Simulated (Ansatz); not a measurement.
Mulliken charges of AlFH₄OSi (`[F][AlH][O][SiH3]`) from ωB97M-V/def2-TZVPP in Ansatz (PBE0-D4/def2-TZVP geometry).

```tsv
atom	x (Å)	y (Å)	z (Å)	charge (e)
F1	-1.336	-2.139	1.415	-0.346
Al2	-0.739	-0.614	1.557	0.622
O3	-0.021	0.102	0.230	-0.332
Si4	0.614	0.517	-1.211	0.272
H5	-0.859	0.126	2.927	-0.094
H6	-0.329	1.410	-1.933	-0.042
H7	1.898	1.234	-1.001	-0.042
H8	0.865	-0.693	-2.039	-0.036
```

Task: By hand: the dipole of these point charges (1 e Å = 4.8032 D).

Result: Σ q r = (0.160, 0.367, -0.005) e Å, of length 0.400 e Å = 1.92 D.

Task: How does the dipole of the full density compare? (Estimate.)

Result: The calculation gave: (0.070, 0.201, 0.050) e Å, 1.05 D; the point charges give 1.83 times that, at 15° from its direction.

Point charges leave out the atoms' own dipoles, such as those of lone pairs, and Mulliken's split depends on the basis, so the two needn't agree.
